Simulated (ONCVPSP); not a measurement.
u(r) = r·R(r): atom against pseudo-atom (hafnium (Hf))

Columns: radius, all-electron u(r) and pseudo u(r) of the 5d shell (level -2.71 eV) of hafnium in the configuration [Kr] 4d10 4f14 5s2 5p6 5d2 6s2; PBEsol, scalar-relativistic, ONCV scheme, ONCVPSP 4.0.1.

```csv
r (bohr),all-electron,pseudo
0.140,0.1656,0.0023
0.280,-0.1441,0.0178
0.420,-0.2699,0.0558
0.560,-0.1508,0.1198
0.700,0.0492,0.2062
0.840,0.2406,0.3062
0.980,0.3939,0.4080
1.120,0.5055,0.5005
1.260,0.5805,0.5748
1.400,0.6263,0.6267
1.540,0.6499,0.6561
1.680,0.6574,0.6661
1.820,0.6533,0.6615
1.960,0.6413,0.6473
2.100,0.6240,0.6275
2.240,0.6034,0.6049
2.380,0.5807,0.5812
2.520,0.5569,0.5570
2.660,0.5326,0.5326
2.800,0.5083,0.5082
2.940,0.4841,0.4841
3.080,0.4603,0.4603
3.220,0.4371,0.4371
3.360,0.4145,0.4145
3.500,0.3926,0.3926
3.640,0.3715,0.3715
```

Q: How many radial nodes do the two functions have?

A: The all-electron 5d function has n − l − 1 = 2; the pseudo-wave has 0, since the states of the same l below it are removed with the core.

Q: At about which radius was the pseudo-wave matched?

A: 2.80 bohr. The columns agree to 0.0005 from 2.52 bohr on; several derivatives are matched, so the curves merge somewhat inside the radius.

Q: Where does each function peak?

A: Outermost all-electron maximum near 1.68 bohr, pseudo maximum near 1.68 bohr (to the table’s step).

Q: Is the pseudo-wave norm-conserving?

A: Yes: the ONCV scheme keeps the norm inside the radius equal to the all-electron one, which fixes the energy derivative of the logarithmic derivative at the level.
